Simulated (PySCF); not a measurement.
Cost against size for one kind of job: PySCF, GIAO PBE0/pcSseg-1 NMR shielding, non-relativistic, gas phase; work: shieldings, charges and field gradients. Hardware: one thread, Arm Neoverse V1 (aarch64), no GPU, on a shared host. Times come from a shared host and carry two figures at best. Peak memory is the resident size of the whole Python process, interpreter and libraries included.

```csv
species (SMILES),atoms,electrons,basis functions,SCF cycles,wall time,peak memory
C[C@@H](Cl)/C(C=O)=C/O[SiH3],18,86,212,15,?,?
C=CCC(=O)NCB(O)O,20,76,220,14,46 s,1.0 GiB
CCO[C@@H](C)OB(O)C#N,20,76,220,14,48 s,1.0 GiB
CSC[S][Al@@H-]([NH3+])[S]C,20,98,224,14,56 s,1.1 GiB
CCC[S][Al@@H-]([NH3+])[S]C,22,90,227,12,54 s,0.97 GiB
```

Task: Estimate the withheld figures.

Result: `C[C@@H](Cl)/C(C=O)=C/O[SiH3]`: 46 s, 0.87 GiB.
